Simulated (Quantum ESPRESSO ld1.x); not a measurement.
Results of a calculation; reference values are marked as such.
Question: All-electron atom: Tc in [Kr] 4d5 5s2. Code: ld1.x of Quantum ESPRESSO 7.5. Model: scalar-relativistic Kohn-Sham, LDA (Slater exchange, Perdew-Wang correlation), spin-polarised, spherical densities, point nucleus; open shells are filled with parallel spins first. Some entries of the table are withheld. Estimate them.

| orbital | occ. | eigenvalue (hartree) | <1/r> (bohr^-1) | r(max) (bohr) |
|---|---|---|---|---|
| 1s up | 1 | -765.852 | 44.66 | 0.02231 |
| 1s down | 1 | -765.851 | 44.66 | 0.02231 |
| 2s up | 1 | -109.286 | 10.07 | 0.1263 |
| 2s down | 1 | -109.264 | 10.07 | 0.1263 |
| 2p up | 3 | -97.8780 | 9.789 | 0.1009 |
| 2p down | 3 | -97.8607 | 9.789 | 0.1008 |
| 3s up | 1 | -19.0055 | 3.474 | 0.3728 |
| 3s down | 1 | -18.9896 | 3.474 | 0.3728 |
| 3p up | 3 | -15.2624 | 3.309 | 0.3659 |
| 3p down | 3 | -15.2451 | 3.309 | 0.3660 |
| 3d up | 5 | -9.18649 | 3.081 | 0.3108 |
| 3d down | 5 | -9.16325 | 3.081 | 0.3109 |
| 4s up | 1 | -2.73163 | 1.293 | (1) |
| 4s down | 1 | -2.62379 | 1.301 | (2) |
| 4p up | 3 | -1.70635 | 1.150 | 1.023 |
| 4p down | 3 | -1.59214 | 1.156 | 1.018 |
| 4d up | 5 | -0.28899 | 0.7955 | 1.276 |
| 5s up | 1 | -0.21116 | 0.4049 | 2.664 |
| 4d down | 0 | -0.18051 | 0.7655 | 1.275 |
| 5s down | 1 | -0.16635 | 0.3689 | 2.840 |

Answer: 
(1) 4s up r(max) (bohr): 0.9491
(2) 4s down r(max) (bohr): 0.9452
